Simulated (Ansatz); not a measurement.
Cost and result for the atomization energy of `N=C=[CH][GaH][SiH3]` (11 atoms, 10 bonds).

```xyz
11

N     0.184   -2.160    1.472
C    -0.685   -1.414    1.071
C    -1.554   -0.501    0.714
Ga   -0.930    1.008   -0.327
Si    1.395    1.114   -0.941
H     0.429   -2.976    0.923
H    -2.587   -0.621    1.021
H    -2.000    2.093   -0.705
H     1.556    1.556   -2.355
H     2.109    2.101   -0.082
H     2.081   -0.199   -0.792
```

Total charge 0; spin multiplicity 1. Correlated methods include outer-core shells of Ga, which these sets cover unevenly. Scalar relativity is left out up to krypton. Geometry: relaxed with PBE0-D4/def2-TZVP. It is one conformer, not always the lowest. Program: Ansatz. All runs use 4 threads of an AMD EPYC 9R45 on a shared host. Times are those of one run each, without the atoms' runs, and a repeat can differ threefold. Electronic energies, without spin–orbit coupling; frozen cores. CCSD(T)/CBS adds CCSD(T) − MP2 in def2-TZVPP to the MP2 limit, and its time is that of the two runs behind it. T1 = 0.015. With those shells the extrapolation isn't a true limit. B3LYP takes the VWN-RPA correlation (the form of Gaussian; ORCA's B3LYP/G).

CCSD(T)/CBS is a level of theory with its own doubt, some kJ/mol a heavy atom from the limit and from the frozen cores, so smaller differences don't rank the functionals.

| level | functions | wall time | atomization (kJ/mol) | difference from CCSD(T)/CBS | per bond |
| --- | --- | --- | --- | --- | --- |
| LDA (SPW92)/def2-TZVPP | 267 | 0.6 s | 4329.4 | 568.1 | 56.8 |
| BLYP-D4/def2-TZVPP | 267 | 0.95 s | 3780.1 | 18.8 | 1.9 |
| PBE-D4/def2-TZVPP (with forces) | 267 | 1.1 s | 3860.5 | 99.2 | 9.9 |
| BHLYP-D4/def2-TZVPP | 267 | 1.4 s | 3657.2 | -104.1 | -10.4 |
| r2SCAN-D4/def2-TZVPP (with forces) | 267 | 1.8 s | 3790.8 | 29.5 | 2.9 |
| r2SCANh-D4/def2-TZVPP | 267 | 2 s | 3761.0 | -0.3 | 0.0 |
| B3LYP-D4/def2-TZVPP (with forces) | 267 | 2 s | 3775.9 | 14.6 | 1.5 |
| PBE-QIDH/def2-TZVPP | 267 | 2.5 s | 3742.0 | -19.3 | -1.9 |
| CCSD(T)/def2-SVP | 122 | 3 s | 3539.2 | -222.1 | -22.2 |
| ωB97X-V/def2-TZVPP | 267 | 3.1 s | 3786.6 | 25.3 | 2.5 |
| MP2/def2-QZVPP | 510 | 9.5 s | 3771.9 | 10.6 | 1.1 |
| CCSD(T)/def2-TZVPP | 267 | 64 s | 3665.8 | -95.5 | -9.6 |
| CCSD(T)/CBS(def2) | – | 74 s | 3761.3 | 0.0 | 0.0 |

In def2-TZVPP, CCSD(T) changes the Hartree–Fock value by +1009.6 kJ/mol (the triples alone add +69.3 kJ/mol) and MP2 by +1059.3 kJ/mol; breaking electron pairs costs correlation energy, which Hartree–Fock lacks. Leaving LDA and LC-ωPBE aside and taking each functional with its dispersion term where it has one, the values spread over 203.2 kJ/mol, from BHLYP-D4 to PBE-D4. LDA lies +494.1 kJ/mol from PBE without D4, its usual overbinding. From PBE to PBE0 (25 % exact exchange), in def2-TZVPP and without D4, the atomization energy moves by −76.4 kJ/mol: exact exchange takes away binding that semilocal exchange gives to molecules.
